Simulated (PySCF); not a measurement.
## Xenon: a sound run and one with changed settings

Sound run: Xe [Xe], Xe⁺ [Kr] 4d10 5s2 5p5. Computed with PySCF 2.14 in cc-pVDZ-PP with ECP28MDF, with scalar relativity through the core potential. The sound run starts from symmetry-adapted Hartree-Fock orbitals and uses a fine grid where one is needed.

A second run was set up differently.

```tsv
species	method	sound run (hartree)	changed run (hartree)	converged
Xe	UHF	-328.29085	-328.29085	yes
Xe	LDA	-328.90611	-329.20631	yes
Xe	M06-2X	-329.28517	-329.31184	yes
Xe⁺	UHF	-327.86494	-327.86494	yes
Xe⁺	LDA	-328.44131	-328.76308	yes
Xe⁺	M06-2X	-328.83097	-328.87651	yes
```

Ionisation energy of Xe:

```
method  sound run (eV)  changed run (eV)
   UHF          11.590            11.590
   LDA          12.648            12.061
M06-2X          12.359            11.846
```

What was changed?
A. angular grid far too coarse
B. a valence shell is frozen
C. all electrons correlated in a valence basis
D. minimal basis

A. It used 6 angular points. A coarse angular grid integrates products of high-l functions wrongly, so density functionals can shift, and the SCF can exploit the error; Hartree-Fock and MP2 need no grid.
